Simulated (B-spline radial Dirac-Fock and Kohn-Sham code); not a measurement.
X-ray scattering factor of Pt

System: atomic platinum, configuration 1s2 2s2 2p6 3s2 3p6 3d10 4s2 4p6 4d10 4f14 5s2 5p6 5d9 6p1 (an excited configuration).

The run's input, task.json:

```json
{"items": [{
  "Z": 78,
  "q": 0,
  "cfg": [[1, 0, 2], [2, 0, 2], [2, 1, 6], [3, 0, 2], [3, 1, 6], [3, 2, 10], [4, 0, 2], [4, 1, 6], [4, 2, 10], [4, 3, 14], [5, 0, 2], [5, 1, 6], [5, 2, 9], [6, 1, 1]],
  "A": 195,
  "rrms": 5.427,
  "do": ["scatter"],
  "s": [0.0, 0.07, 0.09, 0.11, 0.14, 0.17, 0.2, 0.25, 0.3, 0.36, 0.44, 0.54, 0.66, 0.8, 0.98, 1.2, 1.46, 1.77, 2.16, 2.64, 3.21, 3.91, 4.77],
  "pz": [0, 0.1, 0.2, 0.3, 0.4, 0.5, 0.6, 0.8, 1.0, 1.2, 1.4, 1.6, 1.8, 2.0, 2.5, 3.0, 4.0, 5.0, 7.0, 10.0, 15.0, 20.0, 30.0, 40.0, 60.0, 100.0],
  "hv_scatter": [2000, 5000, 8047.8, 10000, 17479.3, 30000, 50000, 500000]
}]}
```

Run with: `python xray_run.py task.json out`

Model: configuration-average Dirac-Fock orbitals. Program: a radial atomic solver. f₀ is the Fourier transform of the spherical electron density, S the Waller-Hartree incoherent function, and s = sin θ/λ. The electron scattering factor follows from the Mott-Bethe formula f_e = 0.023934 Å⁻¹·(Z − f₀)/s².

| s (Å⁻¹) | f₀ | S | f_e (Å) |
| --- | --- | --- | --- |
| 0 | 78.000 | 0.000 | – |
| 0.07 | 75.645 | 2.714 | 11.504 |
| 0.09 | 74.448 | 3.814 | 10.496 |
| 0.11 | 73.139 | 4.948 | 9.616 |
| 0.14 | 71.009 | 6.669 | 8.537 |
| 0.17 | 68.731 | 8.337 | 7.676 |
| 0.2 | 66.372 | 9.911 | 6.958 |
| 0.25 | 62.427 | 12.362 | 5.964 |
| 0.3 | 58.640 | 14.707 | 5.149 |
| 0.36 | 54.448 | 17.475 | 4.349 |
| 0.44 | 49.523 | 21.065 | 3.520 |
| 0.54 | 44.311 | 25.206 | 2.765 |
| 0.66 | 39.090 | 29.457 | 2.138 |
| 0.8 | 33.961 | 33.496 | 1.647 |
| 0.98 | 28.475 | 37.776 | 1.234 |
| 1.2 | 23.281 | 42.266 | 0.909 |
| 1.46 | 19.100 | 46.888 | 0.661 |
| 1.77 | 16.093 | 51.637 | 0.473 |
| 2.16 | 13.708 | 56.417 | 0.330 |
| 2.64 | 11.277 | 60.611 | 0.229 |
| 3.21 | 8.722 | 64.025 | 0.161 |
| 3.91 | 6.538 | 66.987 | 0.112 |
| 4.77 | 5.161 | 69.588 | 0.077 |

f₀ starts at the number of electrons, 78, and has fallen to half at s ≈ 0.66 Å⁻¹. The sum of ⟨r²⟩ over the electrons is 80.23 bohr². It fixes the forward electron scattering factor, f_e(0) = (a₀/3)Σ⟨r²⟩ = 14.152 Å.

Values without a named source are computed, but for edge energies of neutral atoms, which are taken from tables.
